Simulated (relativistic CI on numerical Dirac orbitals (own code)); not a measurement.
## Sc+: resonant inelastic scattering at the M2,3 edge

Computed with this model: Dirac-Coulomb-Breit CI, orbitals from a KLI potential per configuration, model QED (radiative potential, 1s self-energy scaled to tabulated hydrogen-like ionisation energies), valence Slater integrals scaled by 0.9, Kramers-Heisenberg scattering through one core-hole configuration in a parametric crystal field; configurations [Ar] 3d2 → [Ne] 3s2 3p5 3d3; 300 K; core-hole width 0.48 eV; summed over polarisations. Incident energies are the highest absorption maxima for each field (at most a few, so the weaker spin-orbit partner edge can be absent), on the computed scale of the free ion. Intensities are in per cent of the strongest line above 0.02 eV; levels within 1 cm⁻¹ are merged; final levels count from the ground level, the first row holds all elastic scattering, lines under 0.4 are left out and each table stops after 24 rows. The scale of the Slater integrals is a model choice and moves the terms in proportion. The configuration is assumed, with all valence electrons in the open shell; the free ion's ground configuration is another.

Field parameters in Wybourne normalisation: D4h B²₀ = −7Ds, B⁴₀ = 21(Dq − Dt), B⁴₄ = 21√(5/14) Dq. The field is a parameter set, without covalency.

S is read from ⟨S²⟩ = S(S + 1).

D4h, 10Dq = 8400, Ds = -1500, Dt = -260 cm⁻¹:

```
Final level (eV)  Degeneracy  Irrep     S  35.7 eV  38.8 eV  39.8 eV
           0.000           2  B1+B2  1.00    209.2     70.9    432.2
           0.004           2      E  1.00      1.1      0.2      1.4
           0.007           1     A1  1.00      7.9      6.8     52.3
           0.007           1     A2  1.00      8.0      6.9     52.1
           0.307           3   A1+E  1.00      8.4      8.3     45.6
           0.974           2      E  0.01      0.4      0.7      0.4
           1.040           2  B1+B2  1.00     22.9     19.5     11.6
           1.041           2      E  1.00     22.0     19.4      6.9
           1.042           2  A1+A2  1.00     19.4     19.9      5.7
           1.369           1     B2  0.00      0.0      0.7      0.2
           1.395           1     B1  0.00      0.1      0.2      0.9
           1.419           3   B1+E  1.00     29.1     16.3     27.4
           1.543           1     A1  1.00      0.4      3.4      8.2
           1.543           2      E  1.00      0.8      6.6     16.4
           2.460           1     B2  1.00      0.8      5.9     49.7
           2.460           2      E  1.00      1.6     12.3    100.0
           2.559           1     B2  0.01      0.1      0.2      0.5
           2.620           1     A1  1.00      0.4     11.8     11.6
           2.620           1     A2  1.00      0.4     12.1     11.7
           2.622           2      E  1.00      0.8     24.2     31.3
           2.624           1     B1  1.00      0.4     12.6     19.0
           2.624           1     B2  1.00      0.4     12.3     20.1
           3.575           1     B1  0.00      0.1      0.1      0.5
```

D4h, 10Dq = 8400, Ds = -860, Dt = -260 cm⁻¹:

```
Final level (eV)  Degeneracy  Irrep     S  35.7 eV  39.8 eV  42.3 eV
           0.000           2  B1+B2  1.00    153.9    361.7     50.0
           0.004           2      E  1.00      1.2      2.1      0.2
           0.007           1     A1  1.00      6.0     36.5      4.2
           0.007           1     A2  1.00      6.0     36.5      4.2
           0.125           3   A1+E  1.00     12.5    100.0     12.8
           0.978           2      E  0.03      0.5      0.3      0.4
           1.015           1     B2  1.00      7.8      4.4      9.6
           1.016           1     B1  1.00      8.3      4.2      9.8
           1.017           2      E  0.99     15.6      6.5     19.2
           1.018           2  A1+A2  1.00     14.1      6.1     20.0
           1.345           3   B1+E  1.00     23.8     22.4     47.5
           1.737           1     A1  1.00      0.5      4.4      8.5
           1.737           2      E  1.00      1.0      9.4     17.7
           2.344           1     A1  1.00      0.4      4.6     15.9
           2.344           1     A2  1.00      0.4      4.5     16.2
           2.346           2      E  1.00      1.0     11.4     34.1
           2.347           2  B1+B2  1.00      1.0     15.2     34.5
           2.387           1     B2  1.00      0.7     45.6     16.1
           2.387           2      E  1.00      1.4     90.8     33.0
           2.479           1     B2  0.01      0.1      0.5      0.1
```

For the first field the strongest loss at the lowest incident energy is the level at 1.42 eV (S = 1.00, against 1.00 in the thermal ground state).
